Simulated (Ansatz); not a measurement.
# Match the barriers

Saddle point of GaH$_{5}$O$_{3}$, singlet (GaH₃O₃ ([OH][Ga]([OH])[OH]) + H₂ → GaH₃O₂ ([OH][GaH][OH]) + H₂O (still joined by a long Ga–O bond); bonds formed: Ga1–H6, O2–H5; bonds broken: H5–H6; bonds weakened to dative contacts: Ga1–O2), PBE0-D4/def2-TZVP structure:

Ga1  (-0.048, -0.277, 0.183)
O2  (0.219, 1.045, -1.201)
O3  (1.507, -0.745, 0.909)
O4  (-1.377, -1.442, -0.014)
H5  (-0.215, 1.542, -0.091)
H6  (-0.590, 1.351, 0.823)
H7  (1.138, 1.244, -1.414)
H8  (1.502, -1.625, 1.290)
H9  (-2.136, -1.093, -0.486)
(Å)

Computed with Ansatz 0.2.0 (basis: def2-TZVPP, with def2-QZVPP for the basis limit); correlated methods freeze the cores. Filled d shells of the heavier atoms are correlated. The def2 sets are not built for correlating such inner shells, so the correlated values are less sure here. Extrapolation: Hartree–Fock as exp(−7.88 √X), correlation as X^−2.97. Four methods, as single points on the PBE0-D4 structures, gave these electronic barriers from the start structure: 0.868, 0.949, 1.127, 1.501 eV.

The methods were, in alphabetical order, CCSD(T), HF, PBE-D4, PBE0-D4. Which gave which? (Judge from chemistry; the calculation decides.)

By the calculation: PBE-D4 0.868; PBE0-D4 0.949; CCSD(T) 1.127; HF 1.501 eV. For comparison, CCSD(T) at an estimated basis limit (MP2 extrapolated from triple and quadruple zeta, plus CCSD(T) − MP2 in triple zeta) gives 1.146 eV.

The T1 diagnostic stays at or below 0.015.

Labels in which every atom is bracketed show which atoms are joined, not bond orders.

For scale, one of the runs: CCSD(T)/def2-TZVPP, 211 basis functions, launched by `ansatz run in.yaml --threads 4 --pin off --events-out ev --progress --plain --max-ram 9574MiB`. Time: 85 s of wall clock on 4 CPU threads of an Arm Neoverse V2; the host was shared. Peak host memory: 3.2 GiB.
